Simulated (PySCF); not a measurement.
C5H5, SMILES C1=C[C]=CC1, multiplicity 2. Atoms are numbered in the order given.

```xyz
10

C     -1.2552     0.0386     0.0000
C     -0.5136     1.1526     0.0000
C      0.9205     0.6898     0.0000
C      0.8288    -0.8071     0.0000
C     -0.4707    -1.1828     0.0000
H     -0.8339     2.1942     0.0000
H      1.4710     1.0637    -0.8836
H      1.4710     1.0637     0.8836
H      1.6965    -1.4694     0.0000
H     -0.8635    -2.1998     0.0000
```
Charge 0, spin multiplicity 2.

Geometry optimised at PBE0-D3(BJ)/def2-SVP. The isomer is the one that the SMILES or the coordinates give; other isomers of the formula were not compared. The values are those of a single conformer.

Calculation: B3LYP/pcH-1 in PySCF.

Unrestricted Kohn–Sham, ⟨S²⟩ = 0.760. Hyperfine tensors hold the contact and dipolar terms, without spin-orbit corrections.

Problem. Estimate the hyperfine couplings. (An estimate is asked for; the answer gives what the named calculation found.)

Solution. 
```json
[
 {"nucleus": "13C no. 1", "A(iso) (MHz)": "430.4", "A(iso) (G)": "153.6", "dipolar principal values (MHz)": "-79.7, -59.3, 139.0"},
 {"nucleus": "13C no. 2", "A(iso) (MHz)": "22.6", "A(iso) (G)": "8.1", "dipolar principal values (MHz)": "-23.1, 1.5, 21.6"},
 {"nucleus": "13C no. 3", "A(iso) (MHz)": "66.7", "A(iso) (G)": "23.8", "dipolar principal values (MHz)": "-6.7, -5.3, 12.0"},
 {"nucleus": "13C no. 4", "A(iso) (MHz)": "53.8", "A(iso) (G)": "19.2", "dipolar principal values (MHz)": "-4.5, 1.3, 3.2"},
 {"nucleus": "13C no. 5", "A(iso) (MHz)": "47.5", "A(iso) (G)": "16.9", "dipolar principal values (MHz)": "-10.8, -4.7, 15.5"},
 {"nucleus": "1H no. 6", "A(iso) (MHz)": "34.4", "A(iso) (G)": "12.3", "dipolar principal values (MHz)": "-6.4, -4.8, 11.1"},
 {"nucleus": "1H no. 7", "A(iso) (MHz)": "-3.4", "A(iso) (G)": "-1.2", "dipolar principal values (MHz)": "-3.7, -1.5, 5.2"},
 {"nucleus": "1H no. 8", "A(iso) (MHz)": "-3.4", "A(iso) (G)": "-1.2", "dipolar principal values (MHz)": "-3.7, -1.5, 5.2"},
 {"nucleus": "1H no. 9", "A(iso) (MHz)": "11.9", "A(iso) (G)": "4.2", "dipolar principal values (MHz)": "-2.7, -2.4, 5.1"},
 {"nucleus": "1H no. 10", "A(iso) (MHz)": "8.8", "A(iso) (G)": "3.1", "dipolar principal values (MHz)": "-6.4, -5.1, 11.5"}
]
```
